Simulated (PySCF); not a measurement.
## Relaxation of triplet GeHF

All numbers come from PySCF, UPBE0, basis Ge def2-TZVP, H def2-TZVP, F def2-TZVP (no relativity, density fitting). A (50,194) grid was used.

A start displaced from a saddle point along its imaginary mode, of Cs symmetry, held to at least that symmetry:

Coordinates in bohr (charge 0 multiplicity 3):
```
Ge    0.0051    0.0035   -0.6460
H    -0.1863   -0.1293   -4.0396
F    -0.0099   -0.0069    2.7278
```

Task: What forces act on the atoms at the start (eV/Å)?

Result: 
```json
{"atom": "Ge1", "Fx": "0.31", "Fy": "0.22", "Fz": "-0.03"}
{"atom": "H2", "Fx": "-0.15", "Fy": "-0.11", "Fz": "0.07"}
{"atom": "F3", "Fx": "-0.16", "Fy": "-0.11", "Fz": "-0.04"}
```

Task: What does it relax to?

Result: It ends at Cs with Ge–F 1.745 Å, Ge–H 1.562 Å; F–Ge–H 113.0° (after a last refinement on a finer grid). A frequency run shows a minimum. Other isomers or separated fragments may lie lower.

Task: How much energy is released, and in how many steps?

Result: 101.0 kJ/mol in 9 steps.

At this level a singlet minimum of Cs symmetry lies 172 kJ/mol below this structure.
